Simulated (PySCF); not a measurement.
**Four-centre ligand exchange**

Start structure (BNH₆O₂, singlet), relaxed at PBE0-D4/def2-TZVP:

```
10
angstrom
B 0.5023 0.2498 0.0919
H 0.8765 0.6843 1.1735
O 0.1113 1.2325 -0.8744
O 1.2884 -0.8134 -0.4444
H -1.5899 0.0450 1.0122
N -0.9553 -0.5466 0.4872
H 0.2682 2.1201 -0.5569
H 1.4959 -0.6156 -1.3593
H -1.4024 -0.8175 -0.3840
H -0.7522 -1.3842 1.0220
```

The step: BH₃O₂ ([OH][BH][OH]) + NH₃ → BNH₄O₂ ([NH2][B]([OH])[OH]) + H₂; bonds formed: H2–H5; dative contacts that become bonds: B1–N6; bonds broken: B1–H2, H5–N6. PySCF 2.14 with density fitting (its default auxiliary sets; JK sets also for MP2 and CCSD(T)); basis: def2-TZVPP and def2-QZVPP; cores frozen in the correlated methods. Extrapolation: Hartree–Fock as exp(−7.88 √X), correlation as X^−2.97. Energies below are by CCSD(T) at an estimated basis limit (MP2 extrapolated from triple and quadruple zeta, plus CCSD(T) − MP2 in triple zeta).

**Question.** What are the electronic barrier and the energy of the step, from the start structure to the end structure? (To be estimated.)

**Answer.** Computed: Barrier 40.15 kcal/mol; step energy -12.75 kcal/mol (downhill); reverse barrier, their difference, 52.90 kcal/mol. Barrier and step energy count from the start structure, the reverse barrier from the end structure.

The saddle point: One imaginary mode of 1511i cm⁻¹.
```csv
pair,start (Å),saddle (Å),end (Å)
B1–N6,1.71,1.57,1.41
H2–H5,2.55,1.06,0.75
B1–H2,1.22,1.50,3.85
H5–N6,1.01,1.30,2.81
```

Zero-point energy (harmonic, PBE0-D4): ZPE is 51.18 kcal/mol at the start and 46.99 kcal/mol at the saddle, so the barrier goes from 40.15 to 35.96 kcal/mol.

The T1 diagnostic stays at or below 0.012.

The step is the kind of exchange with an N–H group that builds nitride films in atomic layer and chemical vapour deposition.

Labels in which every atom is bracketed show which atoms are joined, not bond orders.

For scale, one of the runs: CCSD(T)/def2-TZVPP, 208 basis functions, launched by `OMP_NUM_THREADS=4 python run.py`. Hardware: 4 CPU threads of an Arm Neoverse V1, shared host. Wall time 8.9 min; peak host memory 3.2 GiB.
